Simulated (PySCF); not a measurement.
A GIAO shielding run with PySCF 2.14 (density fitting, non-relativistic, gas phase) on `C[C@H](N)C/C=N\[SiH2]O`, C$_{4}$H$_{12}$N$_{2}$OSi:

```
$ OMP_NUM_THREADS=1 python probes_run.py task.json out

{"job": {"kind": "nmr", "xc": "PBE0", "basis": "pcSseg-1"}, "charge": 0, "multiplicity": 1}
C     -2.356858     0.381451     0.275661
C     -0.957052     0.932114    -0.015709
N     -0.506850     0.644001    -1.374979
C      0.088311     0.394649     0.981504
C      0.311285    -1.086493     0.825857
N      1.229234    -1.655177     0.199516
Si     2.560342    -1.036433    -0.736474
O      2.260771     0.360334    -1.510177
H     -2.378463    -0.698225     0.139969
H     -3.084762     0.827230    -0.401033
H     -2.654654     0.610593     1.295573
H     -0.980708     2.025016     0.083037
H     -0.571469    -0.354907    -1.551106
H     -1.094109     1.118223    -2.052161
H     -0.255823     0.604695     1.995577
H      1.031292     0.912583     0.807596
H     -0.434160    -1.720377     1.316744
H      3.682302    -0.791072     0.161673
H      2.769486    -2.112235    -1.701800
H      1.336737     0.654708    -1.587165
```

Hardware: 1 thread of an Arm Neoverse V2, shared host. The job also computes population analyses, field gradients.

Q: How large is the calculation?

A: 72 electrons, 203 basis functions and 1066 auxiliary functions.

Q: How long does it take, and how much memory does it need?

A: 41 s of wall time, with 14 SCF cycles and 5 response iterations; peak memory 0.94 GiB. Times on a shared host scatter by some tens of per cent.
